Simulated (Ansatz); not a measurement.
Ansatz (a program for electronic structure) input (B3LYP/def2-TZVPD):

Ansatz 0.2 input:
```yaml
crystal:
  periodic: [false, false, false]
  atoms:
    - {symbol: O, position_ang: [-1.93430569, -0.60455420, -0.16607310]}
    - {symbol: Al, position_ang: [-0.33499085, -0.10531576, -0.02908813]}
    - {symbol: Cl, position_ang: [1.23868944, -1.26118524, -0.76756138]}
    - {symbol: Cl, position_ang: [0.05713057, 1.71016184, 0.90213181]}
    - {symbol: H, position_ang: [-2.19961368, -1.42706349, -0.58096687]}
basis:
  gaussian:
    orbitals: def2-TZVPD
hamiltonian:
  xc: {name: B3LYP}
total_charge: 1
magnetization: {spin_polarized: true, initial_magnetization: 1}
```

Output:

```
Functional definition: B3LYP
integrals: 0.12 GiB planned
1107 factors; their error is unknown
0.27 GiB of the device are held for the grids
1.03 GiB of device memory are held for the factors and their scratch space
mean field: 0.90 GiB planned
mean field evaluation 1: about -33690.3474 eV, gradient 6.2e1 eV
mean field evaluation 2: about -33587.9086 eV, gradient 1.3e2 eV
mean field evaluation 4: about -33702.5350 eV, gradient 1.1e1 eV
mean field evaluation 8: about -33703.0057 eV, gradient 2.4e-1 eV
mean field evaluation 16: about -33703.0657 eV, gradient 7.3e-3 eV
mean field evaluation 32: about -33699.8660 eV, gradient 2.2e1 eV
mean field evaluation 64: about -33703.0320 eV, gradient 4.9e-1 eV
mean field evaluation 96: about -33702.4014 eV, gradient 1.0e1 eV
mean field -33703.06568901 eV, -1238.5648193125 hartree, gradient 4.7e-6 eV, S^2 0.755668; 13 other end points of the search recorded, 0 dependent functions left out
reference -33703.06596856 eV, -1238.5648295860 hartree; 28, 27 occupied and 156, 157 virtual orbitals, 1107 factors
Total energy: -33703.06596856 eV, -1238.5648295860 hartree
```

This state (charge 1, doublet) is run at the relaxed geometry of the species with charge 0 and multiplicity 1.
